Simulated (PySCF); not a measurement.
A structure optimised at PBE-D3(BJ)/def2-SVP, used in a PySCF frequency run:

```xyz
8

Ga    -0.0438    -0.3201     0.0000
F     -0.9680    -1.8215     0.0000
F      1.7007    -0.5975     0.0000
C     -0.7664     1.4751     0.0000
C      0.0636     2.5376     0.0000
H     -1.8600     1.6201     0.0000
H     -0.3207     3.5734     0.0000
H      1.1611     2.4248     0.0000
```

**Question.** Write its SMILES, formula and point group.

**Answer.** C=[CH][Ga]([F])[F], C₂H₃F₂Ga, Cs

**Question.** What are its rotational constants (standard atomic weights)?

**Answer.** 5.9540, 2.5169, 1.7691 GHz
